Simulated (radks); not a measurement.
Dy I, configuration [Xe] 4f10 6s2.

Calculated with a radial shooting solver on a logarithmic mesh with Libxc functionals: scalar-relativistic Kohn-Sham, BP86, spin-polarised, spherical densities, finite nucleus; open shells are filled with parallel spins first (spin-orbit coupling, left out, can overturn this in heavy ions); Fermi nuclear charge, rms radius 5.2218 fm.

Energy parts (eV):
part                      energy
total                 -330835.02
kinetic                356858.07
electron-nucleus      -809525.97
Hartree                129038.15
exchange-correlation    -7205.26

Orbitals (lengths in bohr, moments of r in powers of bohr):
[
 {"orbital": "1s up", "occ.": "1", "eigenvalue (eV)": "-53658.11", "<r^4>": "9.914e-07", "<1/r>": "74.56"},
 {"orbital": "1s down", "occ.": "1", "eigenvalue (eV)": "-53658.11", "<r^4>": "9.914e-07", "<1/r>": "74.56"},
 {"orbital": "2s up", "occ.": "1", "eigenvalue (eV)": "-8935.355", "<r^4>": "0.0001559", "<1/r>": "17.33"},
 {"orbital": "2s down", "occ.": "1", "eigenvalue (eV)": "-8935.320", "<r^4>": "0.0001559", "<1/r>": "17.33"},
 {"orbital": "2p up", "occ.": "3", "eigenvalue (eV)": "-7929.269", "<r^4>": "0.0001174", "<1/r>": "16.09"},
 {"orbital": "2p down", "occ.": "3", "eigenvalue (eV)": "-7929.245", "<r^4>": "0.0001174", "<1/r>": "16.09"},
 {"orbital": "3s up", "occ.": "1", "eigenvalue (eV)": "-1989.571", "<r^4>": "0.005961", "<1/r>": "6.374"},
 {"orbital": "3s down", "occ.": "1", "eigenvalue (eV)": "-1988.039", "<r^4>": "0.005950", "<1/r>": "6.378"},
 {"orbital": "3p up", "occ.": "3", "eigenvalue (eV)": "-1680.599", "<r^4>": "0.006271", "<1/r>": "5.975"},
 {"orbital": "3p down", "occ.": "3", "eigenvalue (eV)": "-1679.074", "<r^4>": "0.006256", "<1/r>": "5.978"},
 {"orbital": "3d up", "occ.": "5", "eigenvalue (eV)": "-1282.772", "<r^4>": "0.004963", "<1/r>": "5.667"},
 {"orbital": "3d down", "occ.": "5", "eigenvalue (eV)": "-1281.604", "<r^4>": "0.004946", "<1/r>": "5.670"},
 {"orbital": "4s up", "occ.": "1", "eigenvalue (eV)": "-394.8458", "<r^4>": "0.1462", "<1/r>": "2.689"},
 {"orbital": "4s down", "occ.": "1", "eigenvalue (eV)": "-391.4468", "<r^4>": "0.1463", "<1/r>": "2.688"},
 {"orbital": "4p up", "occ.": "3", "eigenvalue (eV)": "-293.1064", "<r^4>": "0.1928", "<1/r>": "2.466"},
 {"orbital": "4p down", "occ.": "3", "eigenvalue (eV)": "-289.7468", "<r^4>": "0.1931", "<1/r>": "2.465"},
 {"orbital": "4d up", "occ.": "5", "eigenvalue (eV)": "-154.4944", "<r^4>": "0.3041", "<1/r>": "2.174"},
 {"orbital": "4d down", "occ.": "5", "eigenvalue (eV)": "-151.1875", "<r^4>": "0.3065", "<1/r>": "2.171"},
 {"orbital": "5s up", "occ.": "1", "eigenvalue (eV)": "-49.7697", "<r^4>": "5.372", "<1/r>": "1.023"},
 {"orbital": "5s down", "occ.": "1", "eigenvalue (eV)": "-48.0962", "<r^4>": "5.599", "<1/r>": "1.011"},
 {"orbital": "5p up", "occ.": "3", "eigenvalue (eV)": "-26.0005", "<r^4>": "11.65", "<1/r>": "0.8493"},
 {"orbital": "5p down", "occ.": "3", "eigenvalue (eV)": "-24.7998", "<r^4>": "12.41", "<1/r>": "0.8360"},
 {"orbital": "4f up", "occ.": "7", "eigenvalue (eV)": "-4.4472", "<r^4>": "3.966", "<1/r>": "1.567"},
 {"orbital": "6s up", "occ.": "1", "eigenvalue (eV)": "-3.9449", "<r^4>": "558.9", "<1/r>": "0.3088"},
 {"orbital": "6s down", "occ.": "1", "eigenvalue (eV)": "-3.8353", "<r^4>": "593.9", "<1/r>": "0.3037"},
 {"orbital": "4f down", "occ.": "3", "eigenvalue (eV)": "-1.6075", "<r^4>": "8.579", "<1/r>": "1.524"},
 {"orbital": "5d up", "occ.": "0", "eigenvalue (eV)": "-1.4315", "<r^4>": "506.1", "<1/r>": "0.4123"},
 {"orbital": "6p up", "occ.": "0", "eigenvalue (eV)": "-1.2568", "<r^4>": "2549", "<1/r>": "0.2156"},
 {"orbital": "6p down", "occ.": "0", "eigenvalue (eV)": "-1.2241", "<r^4>": "2691", "<1/r>": "0.2125"},
 {"orbital": "5d down", "occ.": "0", "eigenvalue (eV)": "-1.1808", "<r^4>": "687.8", "<1/r>": "0.3857"}
]

The highest occupied level is 4f down at -1.607 eV. Spin moment in Bohr magnetons: 4. For comparison, the ionisation energy in NIST's Atomic Spectra Database is 5.939 eV (measured). In exact Kohn-Sham theory the highest level is minus the ionisation energy, but local and semilocal functionals leave it too shallow, through self-interaction and a potential that decays too fast; potentials with the right tail come closer. The density falls to 0.001 e/bohr^3 at r = 5.16 bohr. The spin density at the nucleus is 2.06 e/bohr^3 (1s 0.01, 2s -0.67, 3s -10.28, 4s 1.92, 5s 9.90, 6s 1.19).
